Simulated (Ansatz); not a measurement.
Cu⁺ ··· SiNH₅

The pair of Cu⁺ (SMILES [Cu+], atom 1) and SiNH₅ (SMILES [SiH3]N, atoms 2–8), both closed shells, in one local arrangement (a lower one may exist), relaxed at PBE0-D4/def2-TZVP:

| atom | x (Å) | y (Å) | z (Å) |
| --- | --- | --- | --- |
| Cu1 | -0.4075 | -1.4639 | -1.7898 |
| Si2 | -0.4069 | 0.3182 | 0.8057 |
| N3 | 0.5247 | -0.1695 | -0.6882 |
| H4 | -1.6704 | 0.8762 | 0.2831 |
| H5 | -0.6041 | -0.9464 | 1.5425 |
| H6 | 0.3998 | 1.3051 | 1.5505 |
| H7 | 1.4310 | -0.5635 | -0.4372 |
| H8 | 0.7336 | 0.6438 | -1.2665 |

Computed with Ansatz 0.2.0 (basis: def2-TZVPPD, with def2-QZVPPD for the basis limit); correlated methods freeze the cores. The 3s and 3p shells of Cu and Zn are frozen; filled d shells are correlated. B3LYP uses VWN-RPA correlation. Extrapolation: Hartree–Fock as exp(−7.88 √X), correlation as X^−2.97. Interaction energies count from these two fragments, frozen as in the pair, with the counterpoise correction; negative means bound.

Problem. What is the interaction energy by CCSD(T) at an estimated basis limit (MP2 extrapolated from triple and quadruple zeta, plus CCSD(T) − MP2 in triple zeta)? (To be estimated.)

Solution. The calculation gives: -57.71 kcal/mol. Hartree–Fock alone gives -40.27 kcal/mol at the basis limit. It counts from the two fragments frozen as in the pair.

The same quantity by other methods in triple zeta, and each one's difference from that estimate:
```csv
method,E_int (kcal/mol),difference
PBE-D4,-68.09,-10.38
revPBE-D4,-63.85,-6.14
BLYP-D4,-67.34,-9.63
r2SCAN-D4,-67.57,-9.86
B97M-V,-65.04,-7.33
PBE0-D4,-61.42,-3.71
B3LYP-D4,-62.59,-4.89
HSE06-D4,-61.24,-3.53
wB97X-V,-59.40,-1.69
wB97M-V,-58.84,-1.14
B2PLYP,-59.22,-1.51
HF,-40.15,17.55
MP2,-56.41,1.30
CCSD,-51.91,5.80
CCSD(T),-53.90,3.81
```
Differences are method less estimate.

Problem. Which atoms make the shortest contact between the fragments?

Solution. Cu1 and N3, 1.94 Å apart.

Energy to bend the free fragments (PBE0-D4 minima) into their shapes in the pair, CCSD(T)/def2-TZVPPD: SiNH₅ 3.77 kcal/mol. This must be added to the interaction energy to get the binding energy from relaxed fragments.

Basis-set superposition shift (counterpoise-corrected less uncorrected): CCSD(T) 1.97; MP2 1.82; HF 0.47; PBE0-D4 0.52; wB97M-V 0.48 kcal/mol.

No T1 diagnostic of these runs exceeds 0.022.

For scale, one of the runs: CCSD(T)/def2-TZVPPD, 237 basis functions, launched by `ansatz run in.yaml --threads 4 --pin off --events-out ev --progress --plain --max-ram 9574MiB`. Hardware: 4 CPU threads of an Arm Neoverse V2, shared host. Wall time 70 s; peak host memory 4.1 GiB.
